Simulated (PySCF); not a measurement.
**Polarisability and C₆ of Pd⁺ (palladium, charge +1)**

[Kr] 4d9, 2D determinant. All numbers are calculated (PySCF 2.14, scalar relativity through the core potential, in def2-QZVPPD with the def2 core potential (28 electrons) (7s5p4d4f2g, 88 functions)). Coupled (time-dependent) response in atomic units; α is the mean over directions.

| method | mean α (bohr³) | α xx, yy, zz | C₆ (like pair) | S(−4) |
| --- | --- | --- | --- | --- |
| r2SCAN0 | 11.34 | 11.01, 11.01, 11.99 | 69.35 | 43.97 |

S(−4) is the Cauchy moment in α(ω) = α(0) + S(−4) ω² + …

Spin-orbit coupling is absent.

α(iu) at r2SCAN0:

```tsv
u (hartree)	α(iu) (bohr³)
0	11.34
0.0500	11.23
0.100	10.93
0.200	9.950
0.300	8.837
0.500	6.941
0.750	5.307
1.00	4.201
1.50	2.825
2.00	2.020
3.00	1.161
5.00	0.5137
```

For an ion, C₆ is the dispersion term alone; charge-induced terms of lower order in 1/R come first.

The components differ because the open shell of this determinant is not spherical; for a pure term their mean is the scalar polarisability.

Energies and moments cover only the electrons outside the core potential.
